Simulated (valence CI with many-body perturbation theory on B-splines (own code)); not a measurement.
The numbers below are computed, except where a source is named.
**Run record, Hg15+**

Level of theory: valence CI with perturbative core correlation (CI+MBPT): five valence electrons over a frozen Dirac-Fock core [Kr] 4d10 4f14, radial functions for each j: 11 s, 11 p, 10 d, 8 f, 5 g, 2 h, with the one-electron correlation potential Σ1 (screened to all orders), the two-electron term Σ2, the three-electron term Σ3, Breit, model QED; selected single and double excitations, second order for the rest, scaled by the run's own slope (own B-spline code, finite nucleus).

Command, and the settings that its task file holds:

```sh
python run_cv.py task.json out
```

```
atom Hg  Z=80  mass_number=202  rms_radius_fm=5.4648
core [Kr] 4d10 4f14
valence 5s2 5p3
avg = 1
basis = M
breit = 1
cap = 32000
capref = 2000
cscale = 1
de = 0.0
dress = 0
eps = 2e-08
extrap = 1
h = 0.27
hh = 1
l2 = 3
lcore = 6
maxit = 60
n2 = 5
natural = 1
nlev = 150
nno = [5, 5, 5, 4, 2, 1]
nroot = 36
nsp = [6, 6, 5, 4, 3, 1]
pt2 = 1
qed = 1
rpa = 1
s1 = 1
s2 = 1
s3 = 1
screen = 1
tol = 2e-05
whole = 1
```

It took 120 s on 1 thread of Arm Neoverse V1 (shared host).

Log. The first blocks belong to the next ion, which gives the ionisation energy. Fields: 2J, parity (1 odd), roots, reference size, generating configurations, candidates as configurations/state functions, variational space P, stored matrix elements, Davidson steps; e2 is the range of second-order energies in hartree. The first line gives the box (bohr), its intervals, the orbitals and the steps of their self-consistent field. Window is the range of levels sought, series limit the energy at which the first omitted orbital would enter, core excitation an estimate of the first excitation out of the core, left out the lowest levels not solved, and shifts from estimates the range by which levels moved from their first estimate, all in cm⁻¹.

```
rmax 17.5 intervals 63 orbitals 83 references ['5s2 5p3', '5s 5p4', '5s2 5p2 5d', '5p5', '5s 5p3 5d'] scf 6 t 2.0
2J=0 par=0 roots 2 ref 16 generators 7 cand 15573/26513 P 2317/3200 nnz 1.4e+06 it 5
2J=0 par=0 roots 2 ref 16 generators 13 cand 25706/47058 P 4081/5984 nnz 3.3e+06 it 5
   second order: generators 31 cand 50019/96000 e2 -0.00005 -0.00004
reference levels 1271, estimated 5, window 290663 1/cm; series limit 2220754, core excitation 363329
2J=3 par=1 roots 3 ref 107 generators 9 cand 30619/271467 P 1721/6389 nnz 4.9e+06 it 4
2J=3 par=1 roots 3 ref 107 generators 21 cand 64672/739036 P 6726/31209 nnz 9.4e+07 it 6
   second order: generators 46 cand 116903/1552728 e2 -0.00024 -0.00019
2J=5 par=1 roots 1 ref 103 generators 4 cand 24992/266315 P 1296/6394 nnz 6.3e+06 it 4
2J=5 par=1 roots 1 ref 103 generators 12 cand 50822/614906 P 4183/24511 nnz 7.6e+07 it 5
   second order: generators 23 cand 86153/1266412 e2 -0.00030 -0.00030
2J=1 par=1 roots 1 ref 68 generators 4 cand 20074/96033 P 1934/6399 nnz 5.9e+06 it 5
2J=1 par=1 roots 1 ref 68 generators 13 cand 52242/358985 P 4489/15972 nnz 2.8e+07 it 5
   second order: generators 23 cand 81644/576316 e2 -0.00020 -0.00020
left out: unestimated 496335, estimated none, shifts from estimates -94 to 6
operators 11.0
```

The Davidson iterations converged.

No measured levels were compared; by estimate levels hold to about 250 cm⁻¹ or 0.2 % of their energy and the worst to 1 %, as in measured heavy ions of charge 2 to 7. The list stops below the first excitations out of the core. Only levels of the ground parity were solved; by the run's estimate the other parity begins above the list, which can be wrong where configurations are misplaced.

```
Valence energy                            : -79.62633 hartree
Ionisation energy                         : 346.65 eV (NIST: 357 ± 17 eV (theoretical))
Reference configurations for the orbitals : 5s2 5p3, 5s 5p4, 5s2 5p2 5d, 5p5, 5s 5p3 5d
Radial orbitals                           : 83
Box radius                                : 17.49 bohr
Largest variational space                 : 31209
Lowest levels                             : (5s^2 5p1/2^2 5p3/2) J=3/2 0.0, (5s^2 5p1/2 5p3/2^2) J=3/2 169270, (5s^2 5p1/2 5p3/2^2) J=5/2 188530, (5s^2 5p1/2 5p3/2^2) J=1/2 213160 cm⁻¹
```

Levels are named by their leading jj configuration (3d3/2^4 stands for four electrons in 3d with j = 3/2), which in mixed levels can hold well under half, so a name can repeat and another be missing.
